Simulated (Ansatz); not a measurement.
Geometry optimisation, RKS PBE0-D4/def2-SVP in Ansatz 0.2.0.

Input file:

```yaml
crystal:
  periodic: [false, false, false]
  atoms:
    - { symbol: O, position_ang: [-0.8533, -1.457, 0.4129] }
    - { symbol: C, position_ang: [-0.1699, -0.4435, 0.4506] }
    - { symbol: S, position_ang: [1.5553, -0.6287, 0.1433] }
    - { symbol: Se, position_ang: [-0.816, 1.3021, 0.8414] }
    - { symbol: H, position_ang: [1.87334, -0.87098, 1.49163] }
    - { symbol: H, position_ang: [-1.1105, 1.5708, -0.6538] }
basis:
  gaussian: { orbitals: def2-SVP }
hamiltonian:
  xc: pbe0
  dispersion: d4
relax:
  f_tol: 0.015
  max_steps: 40
output:
  orbitals: {}
```

Launched with:

```bash
$ ansatz run input.yaml --threads 1 --pin off --max-ram 2048MiB --backend cpu --events-out ev --progress --plain --runs-dir out
```

**Question.** Where does it end, and by what steps?

**Answer.** The run converged. After 19 steps the energy has fallen by 1.069 eV; S3 moved furthest, 0.97 Å.

| step | energy less start (eV) | largest force component (eV/Å) | accepted |
| --- | --- | --- | --- |
| 0 | 0.0000 | 3.833 | yes |
| 1 | -0.2439 | 1.766 | yes |
| 2 | -0.2625 | 0.951 | yes |
| 3 | -0.3251 | 0.308 | yes |
| 4 | -0.3590 | 0.280 | yes |
| 5 | -0.3941 | 1.492 | yes |
| 6 | -0.4622 | 1.407 | yes |
| 7 | -0.6099 | 1.112 | yes |
| 8 | -0.6885 | 1.159 | yes |
| 9 | -0.8019 | 0.276 | yes |
| 10 | -0.8526 | 0.307 | yes |
| 11 | -0.9041 | 0.685 | yes |
| 12 | -0.9207 | 1.154 | yes |
| 13 | -0.9755 | 1.225 | yes |
| 14 | -1.0398 | 0.300 | yes |
| 15 | -1.0644 | 0.242 | yes |
| 16 | -1.0660 | 0.252 | yes |
| 17 | -1.0686 | 0.063 | yes |
| 18 | -1.0689 | 0.037 | yes |
| 19 | -1.0689 | 0.010 | yes |

```xyz
6
Properties=species:S:1:pos:R:3
O -0.984 -1.239 -0.187
C -0.118 -0.576 0.286
S 1.421 -1.295 0.831
Se -0.241 1.350 0.538
H 1.994 -0.146 1.254
H -1.593 1.379 -0.036
```

Run time: 78 s on 1 thread of Arm Neoverse V2 (shared host), peak memory 0.19 GiB.
